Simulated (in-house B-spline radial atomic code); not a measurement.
Functionals against NIST's ionisation energies along a row: Sc⁺ to Zn⁺

Ionisation energies as differences of self-consistent total energies from a B-spline radial code for spherical atoms: all electrons, radial basis limit, scalar-relativistic (one-electron X2C), spin-polarised at highest spin, spherical densities; exact exchange is averaged over the determinants of each configuration. No spin-orbit coupling, Breit or QED terms. NIST's values run from ground level to ground level, so in open shells the differences also hold multiplet and fine-structure energies that spherical high-spin averages miss. Columns give computed minus NIST, in eV; a star marks a semi-empirical value. Species are left out where the tabulated value is theory, is uncertain by more than 0.12 eV, or (13 ions, such as In⁴⁺, Te⁴⁺ and Bi⁴⁺) lies off its series for all methods alike, which flatters the means a little.

```csv
species,shell,NIST (eV),PBE,BLYP,B3LYP,HSE06,TPSSh,OLYP
Sc⁺,4s,12.80,+0.35,+0.37,+0.36,+0.21,+0.01,+0.01
Ti⁺,4s,13.58,+0.49,+0.47,+0.43,+0.32,+0.14,+0.09
V⁺,3d,14.63 ± 0.007,+1.18,+1.04,+0.93,+0.84,+0.87,+1.05
Cr⁺,3d,16.49,+0.77,+0.59,+0.46,+0.39,+0.48,+0.66
Mn⁺,4s,15.64,+0.66,+0.55,+0.46,+0.40,+0.27,+0.13
Fe⁺,4s,16.20,+0.66,+0.62,+0.51,+0.39,+0.29,+0.19
Co⁺,3d,17.08,+0.89,+0.96,+0.60,+0.23,+0.37,+0.68
Ni⁺,3d,18.17,+1.39,+1.45,+1.05,+0.69,+0.89,+1.25
Cu⁺,3d,20.29,+0.78,+0.83,+0.42,+0.06,+0.30,+0.71
Zn⁺,4s,17.96,+0.76,+0.91,+0.74,+0.45,+0.33,+0.37
```

**Question.** How do the methods rank, and which species is hardest?

**Answer.** Mean absolute (signed) differences: TPSSh 0.39 (+0.39) eV; HSE06 0.40 (+0.40) eV; OLYP 0.51 (+0.51) eV; B3LYP 0.60 (+0.60) eV; BLYP 0.78 (+0.78) eV; PBE 0.79 (+0.79) eV. For V⁺, which loses a 3d electron, the nearest method is off by +0.84 eV, the largest such miss. The first two are tied within the accuracy of the references.
